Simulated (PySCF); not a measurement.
Isomers of C6H10NOP, from PBE0-D3(BJ)/def2-SVP geometry optimisation, gas phase in PySCF 2.14.0. One conformer each, no zero-point energy, no frequencies.

Question: Which is lowest in electronic energy at this level?
A. `[CH:1]#[C:2][P@:3]([CH3:4])(=[NH:5])[CH2:6][C:7]([CH3:8])=[O:9]` with C2–P3–C6–C7 -178°, P3–C6–C7–C8 -91°: A = 2445, B = 878.6, C = 834.8 MHz, dipole 3.03 D
B. `Cc1coc(N(C)C)p1`: A = 3190, B = 951.1, C = 745.0 MHz, dipole 2.25 D
C. `[CH3:1]/[CH:2]=[CH:3]\[P@H:4](=[O:5])[CH2:6][CH2:7][C:8]#[N:9]` with C2–C3–P4–O5 -161°, C3–P4–C6–C7 173°, P4–C6–C7–C8 72°: A = 2017, B = 829.5, C = 685.4 MHz, dipole 5.74 D

Answer: B. That is `Cc1coc(N(C)C)p1`, 9.9 kcal/mol below the next.

| SMILES | mapped SMILES | E (Eh) | relative (kcal/mol) | relative (kJ/mol) | dipole (D) |
| --- | --- | --- | --- | --- | --- |
| Cc1coc(N(C)C)p1 | [CH3:1][c:2]1[cH:3][o:4][c:5]([N:6]([CH3:7])[CH3:8])[p:9]1 | -705.05877 | 0.0 | 0.0 | 2.25 |
| C/C=C\[P@H](=O)CCC#N | [CH3:1]/[CH:2]=[CH:3]\[P@H:4](=[O:5])[CH2:6][CH2:7][C:8]#[N:9] | -705.04304 | 9.9 | 41.3 | 5.74 |
| C#C[P@](C)(=N)CC(C)=O | [CH:1]#[C:2][P@:3]([CH3:4])(=[NH:5])[CH2:6][C:7]([CH3:8])=[O:9] | -704.98744 | 44.8 | 187.3 | 3.03 |

As drawn, the lowest has an aromatic ring, which the highest lacks; the highest has a C=O bond, a C≡C bond and an N–H bond, which the lowest lacks.
